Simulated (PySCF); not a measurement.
Computed IR spectrum (relative IR intensity) of a molecule C3H9Ga. Coordinates come from a PBE-D3(BJ)/def2-SVP optimisation. Other conformers were not sampled. These are PBE-D3(BJ)/def2-SVP in PySCF 2.14.0 values and carry that method's errors. Frequencies are harmonic and unscaled.

Lines under 2 % of the strongest are left out, and lines within 2 cm⁻¹ are merged.

ν (cm⁻¹): 428 (w), 465 (w), 612 (w), 650 (m), 728 (s), 952 (vw), 1067 (w), 1297 (w), 1417 (vw), 1874 (s), 1883 (vs), 2941 (vw), 2959 (m), 3002 (w), 3046 (w), 3051 (w) (against the strongest line: vs over 80 %, s over 45 %, m over 15 %, w over 4 %, vw less)

Task: Which molecule gave these data?
A) C[CH](C)[GaH2]
B) CC[CH2][GaH2]
C) C[CH2][GaH][CH3]
D) [CH3][Ga]([CH3])[CH3]

Result: B, CC[CH2][GaH2]
